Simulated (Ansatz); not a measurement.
`C=C[CH2][Al]([F])[F]` + CH₃NH₂ → `C[NH][Al]([F])[F]` + `C=CC` at 400 K and 1 bar (ligand exchange at the Al–C bond).

Isolated molecules relaxed with PBE0-D4/def2-TZVP in Ansatz; ΔE leaves out vibrations. CCSD(T)/CBS adds triple-zeta CCSD(T) − MP2 to the extrapolated MP2 energy (def2 sets, frozen cores). This one scheme is used for every species. Each species was taken in one conformer, which may not be the lowest.

```tsv
species	CCSD(T)/CBS energy (Eh)	H − E (kJ/mol)	S (J/(mol·K))
`C=C[CH2][Al]([F])[F]`	-558.91415	232.2	396.8
CH₃NH₂	-95.75281	185.4	256.0
`C[NH][Al]([F])[F]`	-536.95512	188.1	370.5
`C=CC`	-117.74610	229.7	285.2
```

H − E and S are ideal-gas, rigid-rotor, harmonic terms from PBE0-D4/def2-TZVP, for one conformer and one mirror image of each species. 1 Eh = 2625.50 kJ/mol, R = 8.31446 J/(mol·K).

Task: By hand: ΔE, ΔH, ΔS and ΔG.

Result: ΔE = (-536.95512) + (-117.74610) − (-558.91415) − (-95.75281) = -0.03426 Eh = -89.9 kJ/mol. Δ(H − E) = 188.1 + 229.7 − 232.2 − 185.4 = 0.2, so ΔH = -89.7 kJ/mol. ΔS = 370.5 + 285.2 − 396.8 − 256.0 = 2.9 J/(mol·K). ΔG = -89.7 − 400 × (2.9)/1000 = -90.9 kJ/mol.

Task: By hand: the equilibrium constant, and the temperature at which ΔG would vanish if ΔH and ΔS stayed fixed.

Result: log₁₀ K = −ΔG/(RT ln 10) = 11.9. ΔH and −TΔS have one sign here, so there is no such temperature.

The number of gas molecules stays the same, so ΔS is small and ΔH decides. A doubt of 5 kJ/mol in ΔE shifts log₁₀ K by 0.7 here. Other conformers and mirror images would add mixing entropy, several J/(mol·K) or more a flexible species. These are equilibria of isolated gas molecules and say nothing of rates. Largest T1 diagnostic: 0.012 (customary marks: 0.02 for closed shells, 0.045 for open ones).

ΔS is within the doubt of such terms, so its sign, and with it that verdict, could turn.
